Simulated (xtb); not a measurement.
GeH5Si, SMILES [SiH2][GeH3] (connectivity only; charge and spin as stated), charge +1, multiplicity 1. All values are semi-empirical tight-binding results from xtb (GFN2-xTB unless named), good for trends rather than for accurate numbers. Coordinates come from a GFN2-xTB optimisation. The multiplicity is an assumed one; other spin states were not compared. The isomer is the one that the SMILES or the coordinates give; other isomers of the formula were not compared.

For metal compounds this method's bond lengths and energies can be far off.

```json
{
  "orbital_gap": "2.95 eV",
  "zero_point_energy": "22.6 kcal/mol",
  "G − E(el) at 298.15 K (modified RRHO)": "4.5 kcal/mol"
}
```
